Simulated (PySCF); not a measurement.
Job file and geometry (Å, from GFN2-xTB) of a spin–spin coupling run on `[N+](#C)[B@@H-](C)N`, C$_{2}$H$_{7}$BN$_{2}$, B3LYP/pcJ-1 indirect spin-spin coupling, non-relativistic, gas phase (PySCF); density fitting, a coarse starting grid and PySCF grid level 2 are the driver's defaults:

```
$ OMP_NUM_THREADS=1 python probes_run.py task.json out

{"job": {"kind": "j", "xc": "B3LYP", "basis": "pcJ-1"}, "charge": 0, "multiplicity": 1}
C     -0.864834     2.080312    -0.042165
N     -0.480706     1.086399     0.388526
B      0.331488    -0.221640     0.538802
C     -0.684909    -1.374434     0.005934
N      1.497288    -0.001918    -0.348534
H     -1.169784     2.993982    -0.472674
H      0.610157    -0.281843     1.690881
H     -0.954929    -1.231425    -1.038942
H     -1.604196    -1.408780     0.585427
H     -0.207472    -2.346103     0.088549
H      2.192901     0.674356    -0.079190
H      1.336194     0.030408    -1.342640
```

**Question.** What does the program print?

**Answer.** 
```
coarse grid: 9728 points
cycle   1  E = -214.6048319203  dE =  5.100e-01  |g| = 7.301e-01  |ddm| = 2.609e+00
cycle   2  E = -213.6106899637  dE =  9.941e-01  |g| = 1.986e+00  |ddm| = 2.812e+00
cycle   3  E = -214.7267441937  dE = -1.116e+00  |g| = 2.819e-01  |ddm| = 2.485e+00
cycle   4  E = -214.7446780698  dE = -1.793e-02  |g| = 1.391e-01  |ddm| = 3.571e-01
cycle   5  E = -214.7470614884  dE = -2.383e-03  |g| = 9.005e-02  |ddm| = 1.079e-01
cycle   6  E = -214.7486835900  dE = -1.622e-03  |g| = 1.573e-02  |ddm| = 4.875e-02
cycle   7  E = -214.7487396551  dE = -5.607e-05  |g| = 5.576e-03  |ddm| = 1.446e-02
cycle   8  E = -214.7487468543  dE = -7.199e-06  |g| = 8.303e-04  |ddm| = 5.191e-03
final grid: 93216 points
cycle   9  E = -214.7822722716  dE = -8.164e-05  |g| = 7.306e-03  |ddm| = 2.453e-02
cycle  10  E = -214.7822601353  dE =  1.214e-05  |g| = 1.051e-02  |ddm| = 1.319e-02
cycle  11  E = -214.7822826142  dE = -2.248e-05  |g| = 2.078e-03  |ddm| = 8.566e-03
cycle  12  E = -214.7822834671  dE = -8.529e-07  |g| = 9.873e-04  |ddm| = 1.881e-03
cycle  13  E = -214.7822836347  dE = -1.676e-07  |g| = 4.097e-04  |ddm| = 6.292e-04
cycle  14  E = -214.7822836707  dE = -3.597e-08  |g| = 3.385e-05  |ddm| = 2.741e-04
cycle  15  E = -214.7822836709  dE = -2.397e-10  |g| = 1.507e-05  |ddm| = 3.947e-05
converged SCF energy = -214.7822836709

Indirect spin-spin couplings (Hz)
  i      j    bonds     total        FC       PSO       DSO        SD
  0 C    1 N    1    -45.500   -35.379    -2.398    -0.014    -7.709
  0 C    2 B    2     -2.090    -2.365     0.239    -0.203     0.240
  0 C    3 C    3      2.420     2.641    -0.149    -0.073         -
  0 C    4 N    3     -0.335    -0.563     0.192     0.026     0.010
  0 C    5 H    1    309.632   310.998    -1.904     0.538         -
  0 C    6 H    3      6.794     6.420     0.883    -0.510         -
  0 C    7 H    4     -0.517    -0.384    -0.005    -0.128         -
  0 C    8 H    4     -0.186    -0.194     0.241    -0.234         -
  0 C    9 H    4      1.747     1.730     0.445    -0.428         -
  0 C   10 H    4     -1.115    -0.885    -0.044    -0.186         -
  0 C   11 H    4     -1.187    -0.943    -0.122    -0.122         -
  1 N    2 B    1     -1.676    -2.425     0.922    -0.135    -0.038
  1 N    3 C    2     -3.310    -3.427     0.039    -0.024     0.102
  1 N    4 N    2     -0.027     0.592    -0.350     0.007    -0.277
  1 N    5 H    2    -11.200    -7.472    -3.668     0.548    -0.609
  1 N    6 H    2     -4.039    -3.940     0.091    -0.069    -0.121
  1 N    7 H    3     -1.083    -1.079    -0.001    -0.051     0.049
  1 N    8 H    3     -0.594    -0.598     0.033    -0.063     0.035
  1 N    9 H    3     -6.369    -6.288    -0.170     0.128    -0.040
  1 N   10 H    3      0.864     0.707     0.074     0.013     0.070
  1 N   11 H    3      0.657     0.554     0.058     0.007     0.039
  2 B    3 C    1     50.750    50.454    -0.546     0.244     0.598
  2 B    4 N    1    -19.211   -20.059     1.071    -0.101    -0.121
  2 B    5 H    3      1.194     1.009     0.736    -0.631     0.080
  2 B    6 H    1    113.226   112.878    -0.987     1.222     0.113
  2 B    7 H    2     -5.470    -5.486     0.081    -0.127     0.061
  2 B    8 H    2     -4.543    -4.555     0.061    -0.119     0.070
  2 B    9 H    2     -4.799    -4.882     0.040    -0.057     0.100
  2 B   10 H    2     -1.151    -0.797     0.268    -0.635     0.013
  2 B   11 H    2     -1.941    -1.579     0.234    -0.601     0.005
  3 C    4 N    2     -3.130    -3.221     0.075    -0.002     0.018
  3 C    5 H    4     -1.993    -1.901     0.193    -0.285         -
  3 C    6 H    2     -4.529    -4.508     0.064    -0.085         -
  3 C    7 H    1    121.857   119.485     1.765     0.607         -
  3 C    8 H    1    122.733   120.456     1.706     0.571         -
  3 C    9 H    1    127.838   125.735     1.548     0.555         -
  3 C   10 H    3      8.909     8.960     0.478    -0.528         -
  3 C   11 H    3      2.400     2.384     0.016    -0.001         -
  4 N    6 H    2     -4.571    -4.620     0.020     0.042    -0.013
  4 N    7 H    3     -1.736    -1.703    -0.036    -0.003     0.006
  4 N    8 H    3     -6.714    -6.751    -0.123     0.163    -0.004
  4 N    9 H    3     -0.592    -0.605     0.012     0.018    -0.018
  4 N   10 H    1    -74.925   -70.971    -3.210    -0.254    -0.491
  4 N   11 H    1    -74.228   -70.191    -3.267    -0.268    -0.502
  5 H    6 H    4     -3.822    -3.749     1.562    -1.636         -
  5 H    7 H    5      0.154     0.263     0.575    -0.684         -
  5 H    9 H    5     -0.564    -0.465     1.253    -1.353         -
  5 H   10 H    5      0.266     0.420     0.641    -0.796         -
  5 H   11 H    5      0.331     0.468     0.477    -0.614         -
  6 H    7 H    3      9.450     9.544     2.061    -2.154         -
  6 H    8 H    3      2.922     2.970     0.307    -0.355         -
  6 H    9 H    3      4.212     4.259     0.408    -0.455         -
  6 H   10 H    3      2.979     3.119     0.414    -0.554         -
  6 H   11 H    3     11.871    12.032     2.855    -3.015         -
  7 H    8 H    2    -12.938   -13.160     2.815    -2.592         -
  7 H    9 H    2    -13.530   -13.735     2.800    -2.595         -
  7 H   10 H    4     -0.266    -0.163     1.829    -1.932         -
  8 H    9 H    2    -14.407   -14.595     2.891    -2.703         -
  8 H   10 H    4      2.987     3.099     1.873    -1.984         -
  8 H   11 H    4     -0.326    -0.230     1.461    -1.557         -
  9 H   10 H    4     -0.411    -0.290     1.671    -1.792         -
  9 H   11 H    4     -0.289    -0.183     0.455    -0.561         -
 10 H   11 H    2     -3.550    -4.655     6.044    -4.939         -
```

Size and cost of the density-fitted run: 205 basis functions, 45 s wall time on 1 thread of an Arm Neoverse N1, shared host; peak memory 0.82 GiB.
